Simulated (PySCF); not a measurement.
# Worked example: oscillator strength and radiative lifetime

C₂H₅BrCd, SMILES C[CH2][Cd][Br].

Geometry optimised at B3LYP-D3(BJ)/def2-SVP. The structure was generated by enumeration; whether it is a known compound was not checked. The def2 effective core potentials stand for the cores of Cd; spin–orbit coupling is left out. Other conformers were not sampled.

PySCF 2.14.0 with TDA-CAM-B3LYP/def2-SVPD puts the first singlet state with f over 0.02 at 5.68 eV (vertical), with the transition dipole (0.000, 0.000, -0.404) in atomic units.

Q: Find the oscillator strength, the wavelength and the radiative lifetime that this transition would have in vacuum if emission retraced absorption.

A: 
|μ|² = 0.1632 au, so |μ| = 1.03 D. ΔE = 5.68/27.211 = 0.2087 hartree. f = (2/3) ΔE |μ|² = 0.023 (the program prints 0.023).
λ = 1239.84/5.68 = 218 nm; ν = 45812 cm⁻¹.
Einstein's coefficient A = 0.6670 ν² f s⁻¹ (ν in cm⁻¹) = 3.2e7 s⁻¹, so τ = 1/A = 31 ns. This state is S1. The figure is the radiative limit of this one transition; relaxation, internal conversion, crossing to triplets and a medium change what is measured.
